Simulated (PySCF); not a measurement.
Delta-SCF ions had no search for a lower state. Excitations are Tamm–Dancoff values on a coarser integration grid. The basis has no diffuse functions, so Rydberg states are missing or too high.

Cartesian coordinates (Å):
```xyz
18

F      4.6186    -0.2733    -1.1332
C      3.3363    -0.1986    -0.7936
C      2.8212    -0.2207     0.4747
C      1.3850    -0.1186     0.4555
C      0.4697    -0.1038     1.5338
C     -0.8983     0.0040     1.2818
C     -1.4130     0.1012    -0.0410
Si    -3.2685     0.2466    -0.3410
C     -0.5132     0.0875    -1.1244
C      0.8626    -0.0207    -0.8717
S      2.1418    -0.0554    -2.0790
H      3.4419    -0.3058     1.3753
H      0.8437    -0.1779     2.5663
H     -1.5936     0.0133     2.1367
H     -3.8286     1.4805     0.3171
H     -3.5226     0.3221    -1.8220
H     -4.0027    -0.9411     0.2242
H     -0.8803     0.1609    -2.1597
```
Charge 0, spin multiplicity 1.

Problem. Estimate the S1–T1 gap (TDA), brightest of the four lowest singlets (TDA) and vertical ionisation energy (Delta-SCF) that PBE-D3(BJ)/def2-TZVP // PBE-D3(BJ)/def2-SVP (PySCF 2.14.0) returns for this input.

Solution. 
The S1–T1 gap (TDA) comes out as 0.97 eV and the brightest of the four lowest singlets (TDA) is 4.49 eV. The vertical ionisation energy (Delta-SCF) is 8.00 eV.
